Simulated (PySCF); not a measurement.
Compound: C2H10BN.
Cartesian coordinates in Å at the PBE0-D3(BJ)/def2-SVP level; atoms count from 1:
```xyz
14
C2H10BN angstrom
B      1.9883   -0.4587   -0.0561
N      0.4906    0.0745   -0.3962
C     -0.5809   -0.4889    0.4399
C     -1.9582    0.0342    0.0889
H      2.7292    0.1181   -0.8441
H      1.9569   -1.6722   -0.2295
H      2.1965   -0.1469    1.1115
H      0.4916    1.0933   -0.3159
H      0.3005   -0.1232   -1.3807
H     -0.5200   -1.5813    0.3319
H     -0.3134   -0.2660    1.4827
H     -2.0247    1.1266    0.2167
H     -2.7168   -0.4201    0.7424
H     -2.2331   -0.2054   -0.9509
```

Computed at PBE0/pcSseg-1 (PySCF, non-relativistic), with Q(11B) = 0.04059 b, Q(14N) = 0.02044 b: B1, 11B (I = 3/2): χzz = 2.328 MHz, η = 0.003; N2, 14N (I = 1): χzz = -2.589 MHz, η = 0.196.

(1) Find the zero-field quadrupole resonance frequencies of 11B at B1.

(2) Find the zero-field quadrupole resonance frequencies of 14N at N2.

## Answers

(1) From ν = (|χ|/2)√(1 + η²/3): ν = 1.164 MHz (four-coordinate boron).

(2) From ν± = (3/4)|χ|(1 ± η/3) and ν0 = |χ|η/2: ν+ 2.069 MHz, ν− 1.815 MHz, ν0 0.254 MHz (nitrogen bonded to B, C and 2 H).

In a crystal, neighbours and librations shift these lines. One conformer (not necessarily the lowest) at the PBE0-D3(BJ)/def2-SVP geometry, without solvent, vibrations or thermal averaging. With so small a basis the couplings can be 20 % off.
